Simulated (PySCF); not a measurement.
**Exercise with solution: entropy of an ideal gas**

GeHCl3, SMILES [GeH]([Cl])([Cl])[Cl].

Geometry optimised at B3LYP-D3(BJ)/def2-SVP. The isomer is the one that the SMILES or the coordinates give; other isomers of the formula were not compared.

B3LYP-D3(BJ)/def2-SVP in PySCF gives the harmonic wavenumbers 141, 141, 176, 404, 443, 443, 710, 711, 2186 cm⁻¹ and the rotational temperatures 0.0991, 0.0991, 0.0560 K. The molar mass is 179.99 g/mol, the symmetry number 3, the spin multiplicity 1.

Task: Work out the entropy at 298.15 K and 1 atm in the rigid-rotor, harmonic-oscillator model.

Result: 
Translation (Sackur–Tetrode at 1 atm): S = R[1.5 ln M + 2.5 ln T − 1.16487] = 173.5 J/(mol K).
Rotation: q = (√π/σ) T^1.5/√(θA θB θC) = 130000, S = R[ln q + 3/2] = 110.4 J/(mol K).
Vibration: with u = 1.4388 ν/T, each mode gives R[u/(e^u − 1) − ln(1 − e^−u)]:
```json
[
 {"ν (cm⁻¹)": "141", "modes": "2", "u": "0.68", "S (J/(mol K))": "23.35"},
 {"ν (cm⁻¹)": "176", "modes": "1", "u": "0.85", "S (J/(mol K))": "9.92"},
 {"ν (cm⁻¹)": "404", "modes": "1", "u": "1.95", "S (J/(mol K))": "3.97"},
 {"ν (cm⁻¹)": "443", "modes": "2", "u": "2.14", "S (J/(mol K))": "6.84"},
 {"ν (cm⁻¹)": "710", "modes": "1", "u": "3.43", "S (J/(mol K))": "1.23"},
 {"ν (cm⁻¹)": "711", "modes": "1", "u": "3.43", "S (J/(mol K))": "1.23"}
]
```
The stiffer modes add less than 0.005 each. Sum 46.5 J/(mol K).
Spin: R ln 1 = 0.0 J/(mol K).
Total 330.4 J/(mol K); the program's own thermochemistry gives 330.4. Translation makes up 53 % and vibration 14 %. Anharmonicity, hindered rotation and orbital degeneracy are left out.
